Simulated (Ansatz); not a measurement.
H₄MgO₂Si (SMILES [OH][Mg][O][SiH3]), singlet, geometry from GFN2-xTB (such geometries of metal compounds can be far from the true shape), atoms displaced at random by about 0.03 Å a coordinate; HF/6-31G, gradient (Ansatz, a program for electronic structure).

The Ansatz input:
Ansatz 0.2 input:
```yaml
crystal:
  periodic: [false, false, false]
  atoms:
    - {symbol: Mg, position_ang: [1.19573902, -0.19587523, 0.81782902]}
    - {symbol: O, position_ang: [1.08818342, 1.00269271, 1.96403465]}
    - {symbol: H, position_ang: [0.31899126, 1.60750131, 1.92999821]}
    - {symbol: O, position_ang: [0.00004978, -0.52609108, -0.49911676]}
    - {symbol: Si, position_ang: [-1.30636147, -0.08576654, -1.36238258]}
    - {symbol: H, position_ang: [-2.43361447, -0.23746786, -0.51714039]}
    - {symbol: H, position_ang: [-1.34538381, -1.18115813, -2.36705594]}
    - {symbol: H, position_ang: [-1.14561142, 1.19014336, -1.87362847]}
basis:
  gaussian:
    orbitals: 6-31G
hamiltonian:
  xc: hf
output: {forces: true}
```

What the program printed (banner, timings and long lists left out):

```
Functional definition: HF
556 factors; integrals over basis functions are off by at most 2.3e-4 eV
mean field evaluation 1: about -17423.8872 eV, gradient 5.5e1 eV
mean field evaluation 2: about -17423.9207 eV, gradient 5.5e1 eV
mean field evaluation 4: about -17429.6187 eV, gradient 2.4e0 eV
mean field evaluation 8: about -17429.6466 eV, gradient 1.4e-3 eV
mean field -17429.64664575 eV, -640.5276999925 hartree, gradient 3.5e-5 eV, S^2 0.000000; 0 other end points of the search recorded, 0 dependent functions left out
the calculation of the forces begins
reference -17429.64664575 eV, -640.5276999925 hartree; 23, 23 occupied and 29, 29 virtual orbitals, 556 factors
Total energy: -17429.64664575 eV, -640.5276999925 hartree
Atom 0 at     1.195739    -0.195875     0.817829 Å, force    -0.418528    -3.237781    -3.511342 eV/Å
Atom 1 at     1.088183     1.002693     1.964035 Å, force    -1.636957     3.961525     2.616975 eV/Å
Atom 2 at     0.318991     1.607501     1.929998 Å, force     1.528838    -0.538780     0.778537 eV/Å
Atom 3 at     0.000050    -0.526091    -0.499117 Å, force     2.468907    -0.017620     1.729526 eV/Å
Atom 4 at    -1.306361    -0.085767    -1.362383 Å, force     0.563959    -3.117912    -0.422212 eV/Å
Atom 5 at    -2.433614    -0.237468    -0.517140 Å, force    -1.777132     0.259325     0.767041 eV/Å
Atom 6 at    -1.345384    -1.181158    -2.367056 Å, force    -0.618185     0.276243    -0.784383 eV/Å
Atom 7 at    -1.145611     1.190143    -1.873628 Å, force    -0.110902     2.414999    -1.174142 eV/Å
Dipole moment:     0.432742    -0.244991    -0.060763 e Å
```
